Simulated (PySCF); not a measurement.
Be(Et)2 cation (C4H10Be), SMILES C[CH2][Be][CH2]C (connectivity only; charge and spin as stated), charge +1, multiplicity 2. Atoms are numbered in the order given.

```xyz
15

Be     0.0000     0.0000     0.2171
C      0.6259    -1.6444     0.2142
C     -0.3450    -2.6868    -0.2452
H      0.9319    -1.7169     1.2762
H      1.5079    -1.4976    -0.4389
H     -0.6574    -2.5673    -1.2929
H     -1.2294    -2.7820     0.4018
H      0.1732    -3.6713    -0.1948
C     -0.6259     1.6444     0.2142
C      0.3450     2.6868    -0.2452
H     -0.9319     1.7169     1.2762
H     -1.5079     1.4976    -0.4389
H      0.6574     2.5673    -1.2929
H      1.2294     2.7820     0.4018
H     -0.1732     3.6713    -0.1948
```
Charge +1, spin multiplicity 2.

Geometry optimised at PBE0-D3(BJ)/def2-SVP. The multiplicity is an assumed one; no other spin state was optimised. The isomer is the one that the SMILES or the coordinates give; other isomers of the formula were not compared. One conformer was computed; it need not be the lowest.

Calculation: B3LYP/def2-TZVP in PySCF.

ESP charges are fitted to the potential on shells at 1.4 to 2.0 van der Waals radii. Atomic charges (e):

```tsv
atom	Mulliken	ESP fit	Mulliken spin
Be1	0.30	0.47	0.19
C2	-0.13	(withheld)	0.29
C3	-0.36	(withheld)	0.02
H4	0.17	0.10	0.01
H5	0.17	0.10	0.01
H6	0.16	(withheld)	0.01
H7	0.16	(withheld)	0.01
H8	0.19	(withheld)	0.06
C9	-0.13	(withheld)	0.29
C10	-0.36	(withheld)	0.02
H11	0.17	0.10	0.01
H12	0.17	0.10	0.01
H13	0.16	(withheld)	0.01
H14	0.16	(withheld)	0.01
H15	0.19	(withheld)	0.06
```

Problem. Some entries are withheld; supply them. (An estimate is asked for; the answer gives what the named calculation found.)

Solution. 
- C2, ESP fit: -0.05
- C3, ESP fit: -0.29
- H6, ESP fit: 0.12
- H7, ESP fit: 0.12
- H8, ESP fit: 0.16
- C9, ESP fit: -0.05
- C10, ESP fit: -0.29
- H13, ESP fit: 0.12
- H14, ESP fit: 0.12
- H15, ESP fit: 0.16
